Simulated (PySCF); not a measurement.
Write Cartesian coordinates for `O=c1cccc([SiH3])cc1` as optimised with PBE0-D3(BJ)/def2-SVP.

```
atom  x, y, z in Å
O1    -3.0841   -1.2790   -0.2411
C2    -2.0181   -0.6998   -0.0873
C3    -2.0162    0.7131    0.3169
C4    -0.9885    1.5654    0.5671
C5     0.4284    1.3536    0.5115
C6     1.1232    0.2217    0.1763
Si7    3.0101    0.2846    0.1988
C8     0.5363   -1.0399   -0.2042
C9    -0.7612   -1.4267   -0.3159
H10   -3.0347    1.0987    0.4258
H11   -1.2800    2.5793    0.8607
H12    1.0205    2.2359    0.7772
H13    3.5444   -0.7519    1.1343
H14    3.4511    1.6410    0.6376
H15    3.5480   -0.0069   -1.1655
H16    1.2600   -1.8287   -0.4445
H17   -0.9531   -2.4588   -0.6263
```

Any rigid rotation of these coordinates is as good. Atoms count from 1 in this order. The C–C distances run from 1.358 Å (C3–C4, drawn aromatic) to 1.470 Å (C2–C9, drawn aromatic), a spread of 0.112 Å. The 9 heavy atoms lie in one plane (0.008 Å rms). Of the pairs four or more bonds apart, H12···H14 is among the closest relative to their van der Waals radii: 2.51 Å, 104 % of the sum of Bondi's values. The 7-membered ring C2–C3–C4–C5–C6–C8–C9 has internal angles of 121.1° to 131.5°; it is planar, 0.00 Å rms from its mean plane, widest ring torsion 1°.

Bonds between heavy atoms (Å): O1=C2 1.223, C2–C3 1.470, C3–C4 1.358, C4–C5 1.434, C5–C6 1.370, C6–Si7 1.888, C6–C8 1.443, C8–C9 1.359, C2–C9 1.470.

Computed, not measured: PySCF 2.14.0, PBE0-D3(BJ)/def2-SVP geometry optimisation, gas phase.

PBE0-D3(BJ)/def2-SVP frequencies: not computed here.
